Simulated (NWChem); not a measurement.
Species: C3H5, doublet; SMILES [C](=C)C

```xyz
8

C      0.0974    -1.3473     0.0000
C     -0.3750    -0.1213     0.0001
C      0.0748     1.2709     0.0000
H     -0.5573    -2.2265    -0.0003
H      1.1825    -1.5459     0.0002
H      1.1804     1.3366     0.0033
H     -0.2916     1.8100    -0.8888
H     -0.2971     1.8121     0.8852
```
Atoms are numbered in this order, from 1.

All runs: NWChem. Pople sets run with spherical d functions. Spin-unrestricted. Spin-contaminated determinants: UHF/6-31G* (<S²> = 0.95). Geometry: optimised at PBE0/def2-SVP, spin-unrestricted. No stability test was run on the SCF state. B3LYP is NWChem's, with the RPA form of VWN correlation. Total energies of different functionals are on different scales.

| level | energy (Ha) | highest occupied level (eV) | lowest empty minus highest occupied level, either spin (eV) | dipole (D) | <S²> |
|---|---|---|---|---|---|
| B3LYP/6-31G* | -117.2256 | -5.66 | 4.26 | 0.84 | 0.760 |
| PBE/6-31G* | -117.0531 | -4.48 | 2.29 | 0.87 | 0.758 |
| BLYP/6-31G* | -117.1548 | -4.28 | 2.09 | 0.84 | 0.756 |
| B97-D/6-31G* | -117.1382 | -4.49 | 2.23 | 0.85 | 0.763 |
| LC-BLYP (range parameter 0.33 per bohr)/6-31G* | -116.8540 | -8.13 | 9.17 | 0.87 | 0.760 |
| LRC-wPBEh/6-31G* | -117.0968 | (withheld) | (withheld) | 0.87 | 0.765 |
| UHF/6-31G* | -116.4319 | -10.01 | 14.09 | 0.69 | 0.953 |
| KT2/6-31G* | -119.2880 | -4.70 | 2.61 | 0.85 | 0.767 |
| TPSS/6-31G* | -117.2473 | -4.73 | 2.77 | 0.84 | 0.762 |
| PW91/6-31G* | -117.1614 | -4.53 | 2.31 | 0.86 | 0.758 |

**Question.** Some entries are withheld; supply them.

**Answer.** 
- LRC-wPBEh/6-31G*, highest occupied level (eV): -7.90
- LRC-wPBEh/6-31G*, lowest empty minus highest occupied level, either spin (eV): 8.74
